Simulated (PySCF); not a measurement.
## SMILES C[Se]C(/C=C/[O-])=C/C=O, [C6H7O2Se]-, charge -1

Geometry:
| atom | x (Å) | y (Å) | z (Å) |
| --- | --- | --- | --- |
| C1 | 2.496 | -0.713 | 0.299 |
| Se2 | 1.415 | 0.625 | 1.210 |
| C3 | -0.183 | 0.580 | 0.109 |
| C4 | -0.784 | -0.650 | -0.181 |
| C5 | -0.600 | -1.875 | 0.521 |
| O6 | -1.135 | -2.954 | 0.271 |
| C7 | -0.584 | 1.856 | -0.297 |
| C8 | -1.869 | 2.165 | -0.839 |
| O9 | -2.245 | 3.266 | -1.237 |
| H10 | 2.113 | -1.728 | 0.469 |
| H11 | 3.516 | -0.630 | 0.705 |
| H12 | 2.511 | -0.500 | -0.778 |
| H13 | -1.526 | -0.677 | -0.987 |
| H14 | 0.099 | -1.795 | 1.400 |
| H15 | 0.101 | 2.700 | -0.173 |
| H16 | -2.582 | 1.297 | -0.868 |

Total charge -1.

Method used: quadratic response CAM-B3LYP/aug-cc-pVDZ first hyperpolarisability, Taylor convention, gas phase (PySCF 2.14.0). Geometry: PBE0-D3(BJ)/def2-SVP.

The calculation is non-relativistic, which matters for the atoms heavier than Zn. For a gas-phase anion, states above the detachment energy (about 2.6 eV, taken as minus the energy of the highest occupied orbital) lie in the continuum and depend on the basis.

Give the tensor of the static β(0;0,0) in the axes of these coordinates.

In au, Taylor convention; rows are the first index (the induced dipole):
```tsv
	xx	yy	zz	xy	xz	yz
x	-168.0	-223.2	-93.7	-164.1	+8.2	-64.8
y	-164.1	+80.0	-23.8	-223.2	-64.8	-213.7
z	+8.2	-213.7	-241.4	-64.8	-93.7	-23.8
```
Norm of βᵢ = ⅓ Σⱼ (βᵢⱼⱼ + βⱼᵢⱼ + βⱼⱼᵢ): 668.2 au, hyper-Rayleigh value 288.0 au.
